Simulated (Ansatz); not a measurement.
**Which is lower?**

The two ends of one reaction step of AlN₂H₄Cl, singlet (PBE0-D4/def2-TZVP).

A:

```csv
atom,x (Å),y (Å),z (Å)
Al1,-0.7571,0.0511,0.5518
N2,0.7780,0.5091,-0.6315
N3,-0.4916,-1.6095,0.5467
H4,1.0738,-0.4666,-0.7372
Cl5,-1.6791,1.8907,1.0202
H6,0.5625,0.9026,-1.5409
H7,1.5311,1.0540,-0.2260
H8,-1.0177,-2.3315,1.0169
```

B:

Al1  (-0.290, 0.275, 0.287)
N2  (0.869, 1.092, -0.752)
N3  (-0.468, -1.472, 0.356)
H4  (0.065, -2.139, -0.177)
Cl5  (-1.527, 1.449, 1.511)
H6  (1.511, 0.644, -1.382)
H7  (0.973, 2.092, -0.791)
H8  (-1.132, -1.942, 0.948)
(Å)

Computed with Ansatz 0.2.0 (basis: def2-TZVPP); correlated methods freeze the cores. B3LYP uses VWN-RPA correlation.

(1) Which structure is lower at CCSD(T), and by how much? (Judge from chemistry; the value comes from the calculation.)

The T1 diagnostic stays at or below 0.015.

## Answers

(1) By the calculation: B, by 52.95 kcal/mol (electronic energy, against the other). By their contacts, A is AlN₂H₄Cl ([NH][Al]([NH3])[Cl]) and B is AlN₂H₄Cl ([NH2][Al]([NH2])[Cl]).

All methods give the same order:

| method | E(B) − E(A) (kcal/mol) |
| --- | --- |
| SPW92 | -48.18 |
| PBE-D4 | -48.30 |
| BLYP-D4 | -49.19 |
| r2SCAN-D4 | -52.37 |
| B97M-V | -53.26 |
| PBE0-D4 | -53.23 |
| B3LYP-D4 | -53.30 |
| r2SCAN0-D4 | -55.59 |
| BHLYP-D4 | -58.40 |
| CAM-B3LYP-D4 | -56.04 |
| wB97X-V | -56.17 |
| wB97M-V | -54.58 |
| B2PLYP | -52.73 |
| PBE-QIDH | -54.79 |
| RPA on PBE | -50.94 |
| HF | -64.19 |
| MP2 | -52.36 |
| CCSD | -55.55 |
| CCSD(T) | -52.95 |

Labels in which every atom is bracketed show which atoms are joined, not bond orders.

For scale, one of the runs: CCSD(T)/def2-TZVPP, 202 basis functions, launched by `ansatz run in.yaml --threads 4 --pin off --events-out ev --progress --plain --max-ram 9574MiB`. Time: 38 s of wall clock on 4 CPU threads of an Arm Neoverse V1; the host was shared. Peak host memory: 2.4 GiB.
